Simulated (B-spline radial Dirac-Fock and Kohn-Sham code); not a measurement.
## Ionisation of each subshell: Kr⁺

System: the Kr⁺ ion, configuration 1s2 2s2 2p6 3s2 3p6 3d10 4s2 4p5; nuclear rms radius 4.1884 fm (A = 84).

The run's input, task.json:

```json
{"items": [{
  "Z": 36,
  "q": 1,
  "cfg": [[1, 0, 2], [2, 0, 2], [2, 1, 6], [3, 0, 2], [3, 1, 6], [3, 2, 10], [4, 0, 2], [4, 1, 5]],
  "A": 84,
  "rrms": 4.1884,
  "do": ["binding"]
}]}
```

Command: `python xray_run.py task.json out`

These are calculated numbers from a B-spline atomic structure program; the model is multi-electron Dirac-Fock with separately optimised hole states, Breit and Lamb-shift corrections added in first order. No correlation. Energies are counted from the vacuum level. Subshells whose hole state is unreliable or did not converge are left out.

All terms are in eV, carry their sign (relaxation lowers the binding energy) and add up to the binding energy; ⟨r⟩ is the mean radius of the orbital in the initial state.

```tsv
subshell	−ε (Koopmans)	relaxation	Gaunt	retardation	QED	binding energy	⟨r⟩ (bohr)
1s	14425.6	-53.25	-23.70	1.65	-10.81	14339.5	0.041
2s	1973.5	-26.64	-1.76	0.06	-1.20	1943.9	0.183
2p1/2	1777.4	-29.15	-3.31	0.36	0.13	1745.4	0.157
3s	317.4	-8.17	-0.17	0.00	-0.20	308.9	0.527
3p1/2	246.5	-8.19	-0.37	0.04	0.02	238.0	0.532
3d3/2	114.8	-8.36	-0.02	-0.01	0.02	106.4	0.550
3d5/2	113.4	-8.27	0.04	-0.01	0.02	105.2	0.554
4s	42.70	-0.99	-0.01	0.00	-0.02	41.68	1.561
4p	24.93	-0.78	-0.01	0.00	0.00	24.15	1.846
```

For the deepest level, K (1s), the Breit terms make up -0.154 % of the binding energy, QED -0.075 % and orbital relaxation -0.371 %.

Spin-orbit splittings: 3d 1.24 eV.

Going to the tabulated ground configuration of the next ion removes an electron from N2,3 (4p), computed at 24.15 eV. NIST lists 24.35984 eV as the ionisation energy of this species (measured), +0.21 eV from the computed value. Where a p, d or f shell is open in either ion the computed value averages over both j values and all terms, while the table refers to the lowest levels; that difference holds spin-orbit splitting (largest in heavy or highly charged ions), term energies where several electrons share open shells, and correlation, and it can reach 10 % or more.
